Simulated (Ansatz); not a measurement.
Consider the formal exchange of groups at the Se–C bond: `C=C[Se][SiH2]C` + `CC` → `CC[Se][SiH2]C` + `C=C`.

Computed with Ansatz on PBE0-D4/def2-TZVP structures; ΔE is electronic, products minus reactants. CCSD(T)/CBS is the MP2 limit (def2-TZVPP, def2-QZVPP) plus CCSD(T) − MP2 in def2-TZVPP, frozen cores. This one scheme is used for every species. Functionals use def2-TZVPP. For Se outer-core shells are correlated without core-valence functions, which leaves a few kJ/mol of doubt a bond. Scalar relativity is left out up to krypton. Each species was taken in one conformer, which may not be the lowest.

Problem. Is it downhill or uphill in electronic energy at CCSD(T)/CBS, and by how much? (An estimate is asked.)

Solution. The calculation gave: Uphill: ΔE = +3.1 kJ/mol.

Problem. What do these levels give: PBE0-D4, ωB97X-V, ωB97M-V, B2PLYP, PBE0, SCS-MP2/def2-QZVPP? (Best estimate.)

Solution. The calculation gave: PBE0-D4 8.8, ωB97X-V 5.0, ωB97M-V 4.5, B2PLYP 7.4, PBE0 9.3, SCS-MP2/def2-QZVPP 4.5 kJ/mol.

Largest T1 diagnostic among the species: 0.011.

In def2-TZVPP, CCSD(T) changes the Hartree–Fock value by +5.2 kJ/mol (the triples alone add +1.2 kJ/mol) and MP2 by +7.6 kJ/mol.
